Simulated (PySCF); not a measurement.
HgI, SMILES [I][Hg+], charge +1. Geometry: B3LYP-D3(BJ)/def2-TZVP. The spin state was assumed, not searched. The def2 effective core potentials stand for the cores of Hg, I; spin–orbit coupling is left out.

Q: Give the equilibrium geometry at B3LYP-D3(BJ)/def2-TZVP (PySCF confirms it by a frequency run) as Cartesian coordinates in Å, and its point group. (An estimate is asked for; the answer gives what the named calculation found.)

A: point group C∞v.
```xyz
2

Hg     0.0000     0.0000    -1.0354
I      0.0000     0.0000     1.5629
```
Charge +1, spin multiplicity 1.
